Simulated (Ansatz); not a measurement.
B$_{2}$FGaH$_{4}$O (`[OH][GaH][BH]BF`). Charge 0, multiplicity 1.

Cartesian coordinates in Å:
```
O 2.381 -0.406 -0.977
Ga 1.001 0.725 -0.781
B -0.867 -0.067 -0.290
B -1.388 -0.221 1.274
F -1.179 -1.294 2.030
H 2.173 -1.328 -0.816
H 1.426 2.209 -1.029
H -1.589 -0.323 -1.215
H -1.957 0.706 1.804
```

Task: What are the harmonic wavenumbers in cm⁻¹ at PBE0-D4/def2-TZVP (Ansatz, finite differences of forces, unscaled)? (Estimate.)

Result: The calculation gave: 48, 79, 125, 190, 285, 344, 461, 502, 583, 674, 681, 719, 838, 859, 931, 1097, 1332, 1988, 2522, 2603, 3906.

Task: Is this a minimum?

Result: Yes, all 21 modes are real.

Task: Give the ideal-gas thermochemistry at 298.15 K and 1 bar (rigid rotor, harmonic oscillator; point group C1, symmetry number 1).

Result: Zero-point energy 124.2 kJ/mol; H(298) − E = 147.0 kJ/mol; entropy 369.9 J/(mol·K), of which translation 169.6, rotation 116.0, vibration 84.2; G(298) − E = 36.7 kJ/mol. Modes under 100 cm⁻¹ are hindered rotations or soft bends, so the harmonic entropy is rough.

Task: And at 400, 500, 600, 800 and 1000 K?

Result: 
```csv
T (K),H − E (kJ/mol),S (J/mol/K),G − E (kJ/mol)
400,159.5,405.9,-2.8
500,173.3,436.6,-45.0
600,188.2,463.7,-90.1
800,220.2,509.8,-187.6
1000,254.5,548.0,-293.4
```
